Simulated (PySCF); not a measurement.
C$_{2}$H$_{8}$Si$_{2}$, singlet, at a GFN2-xTB geometry. Base run: CCSD(T)/STO-3G (PySCF).

PySCF was given this input:
```python
from pyscf import gto, scf, cc

mol = gto.Mole()
mol.atom = '''
    C     0.252094    0.385150    1.246407
    Si    1.345512   -0.266337   -0.189850
    C    -0.253626   -0.395265   -1.242925
    Si   -1.344790    0.271105    0.188208
    H     0.499997    1.387923    1.584982
    H     0.250765   -0.244754    2.132407
    H     2.328275    0.697745   -0.691746
    H     2.007125   -1.546267    0.077003
    H    -0.256489    0.220533   -2.138708
    H    -0.500352   -1.403859   -1.564856
    H    -1.986513    1.559711   -0.085405
    H    -2.343726   -0.677097    0.688412
'''
mol.basis = 'sto-3g'
mol.charge = 0
mol.spin = 0
mol.verbose = 4
mol.build()

mf = scf.RHF(mol)
mf.kernel()

mycc = cc.CCSD(mf)
mycc.kernel()
et = mycc.ccsd_t()
print('E(CCSD(T)) = %.10f' % (mycc.e_tot + et))
mf.analyze()
```

Task: The base was run again with changes. Order these runs by total energy, lowest first: frozen = 13 | method = cisd | method = ccsd | method = mp2.

Result: method = ccsd (ΔE vs base (mEh) 2.623), method = cisd (ΔE vs base (mEh) 30.804), frozen = 13 (ΔE vs base (mEh) 35.612), method = mp2 (ΔE vs base (mEh) 62.462)
